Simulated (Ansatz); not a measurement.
Total energies of OsO3(NH) (OsNO₃H) from Ansatz at r2SCAN-D4/def2-TZVP, gas phase (1 Eh = 27.2114 eV = 2625.5 kJ/mol). The reference geometry is relaxed at PBE0-D4/def2-SVP.

| atom | x (Å) | y (Å) | z (Å) |
| --- | --- | --- | --- |
| Os1 | 0.2631 | 0.3216 | 0.1786 |
| O2 | 1.8895 | -0.1741 | 0.1051 |
| O3 | 0.0784 | 1.7756 | -0.6867 |
| O4 | -0.1738 | 0.5744 | 1.8038 |
| N5 | -0.7379 | -0.8820 | -0.5062 |
| H6 | -1.3192 | -1.6155 | -0.8946 |

```tsv
state	geometry	energy (Eh)
charge 0 singlet	reference	-371.79001
charge 1 doublet	reference	-371.38172
free Os atom (quintet)	–	-90.59879
free O atom (triplet)	–	-75.05861
free N atom (quartet)	–	-54.58101
free H atom (doublet)	–	-0.49993
```

In the def2 sets Os takes a core potential; there is no spin–orbit coupling.

Work out the vertical ionisation energy to the doublet.

E(charge 1 doublet) − E(charge 0 singlet) = -371.38172 − (-371.79001) = 0.40829 Eh = 11.11 eV. For comparison, −ε of the highest occupied level is 8.12 eV at this level, 2.99 eV less.

What is the binding energy per atom against free atoms?

Atoms: 1 × (-90.59879) + 3 × (-75.05861) + 1 × (-54.58101) + 1 × (-0.49993) = -370.85556 Eh. Binding: -370.85556 − (-371.79001) = 0.93445 Eh = 25.43 eV, or 4.24 eV for each of 6 atoms (no zero-point energy, no counterpoise term).

The restricted singlet is unstable towards broken spin symmetry in Hartree–Fock (as tested in another run); at r2SCAN-D4/def2-TZVP this wasn't settled.
